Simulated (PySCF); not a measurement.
H₂Si₂, SMILES [Si]=[SiH2] (connectivity only; charge and spin as stated), neutral, multiplicity 1. Atoms are numbered in the order given.

```xyz
4

Si     0.0000     0.0000     0.9708
Si     0.0000     0.0000    -1.2279
H      0.0000     1.2304     1.8000
H      0.0000    -1.2304     1.8000
```

The structure is a stationary point at TPSSh-D3(BJ)/def2-TZVP. The isomer is the one that the SMILES or the coordinates give; other isomers of the formula were not compared.

All values below come from ωB97X/def2-TZVPD in PySCF.

The molecule is in vacuum.

The total energy comes out as -580.06954 hartree and the point group is C2v. The highest occupied level is -7.88 eV and the lowest empty level is -1.36 eV. The orbital gap comes out as 6.52 eV. The dipole moment is 0.36 D and the quadrupole, principal values (traceless, Buckingham form, about the centre of nuclear charge) is -4.02, -0.36, 4.38 D·Å. The mean static polarisability is 76.2 bohr³ (11.29 Å³) and the polarisability, principal values is 56.8, 66.1, 105.7 bohr³.
